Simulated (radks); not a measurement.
Results of a calculation; reference values are marked as such.
Question: Successive ionisation energies (eV) of one element, from differences of total energies of ions in their ground configurations, starting at charge 36: 1540.3, 2765.4, 2872.6, 2981.2, 3091.2, 3202.6, 3315.4, 3429.6, 3545.1. Code: a radial shooting solver on a logarithmic mesh with Libxc functionals. Model: non-relativistic Kohn-Sham, TPSS, spin-unpolarised, spherical densities, point nucleus; meta-GGA in the generalised Kohn-Sham scheme; relativity is left out, which matters for an element this heavy. Which element is it?

Answer: Terbium (Z = 65). The first species listed is Tb36+ in [Ar] 3d10 4s1, the last Tb44+ in [Ar] 3d3.
